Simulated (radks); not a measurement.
Initial-state core-level shifts of the palladium ion Pd+ when its valence configuration changes from [Kr] 4d9. All-electron calculation, scalar-relativistic Kohn-Sham, r2SCAN, spin-polarised, spherical densities, finite nucleus; open shells are filled with parallel spins first (spin-orbit coupling, left out, can overturn this in heavy ions); meta-GGA in the generalised Kohn-Sham scheme; Fermi nuclear charge, rms radius 4.5318 fm. Program: a radial shooting solver on a logarithmic mesh with Libxc functionals. Shifts are changes of the shell-averaged eigenvalues in eV (positive: less bound); the change of the density at the nucleus, which sets a Mossbauer isomer shift, is in e/bohr^3, on a base of 1.359e+05.

| valence | 1s | 2s | 3d | 4s | density at nucleus |
|---|---|---|---|---|---|
| 4d8 5p1 | -6.062 | -6.261 | -6.236 | -5.858 | +3.08 |
| 4d8 5s1 | -4.568 | -4.820 | -4.776 | -4.355 | +26.85 |
| 4d7 5s2 | -9.688 | -10.224 | -10.100 | -9.075 | +57.33 |
| 4d7 5p2 | -12.207 | -12.676 | -12.582 | -11.596 | +7.36 |
| 4d7.5 5s1.5 | -7.114 | -7.503 | -7.423 | -6.719 | +41.52 |
| 4d7.5 5s1 5p0.5 | -7.673 | -8.048 | -7.977 | -7.294 | +30.06 |
| 4d8.5 5p0.5 | -3.032 | -3.123 | -3.115 | -2.954 | +1.38 |
| 4d8 5s0.5 5p0.5 | -5.320 | -5.545 | -5.510 | -5.112 | +14.82 |
| 4d8.5 5s0.5 | -2.259 | -2.378 | -2.360 | -2.170 | +12.57 |
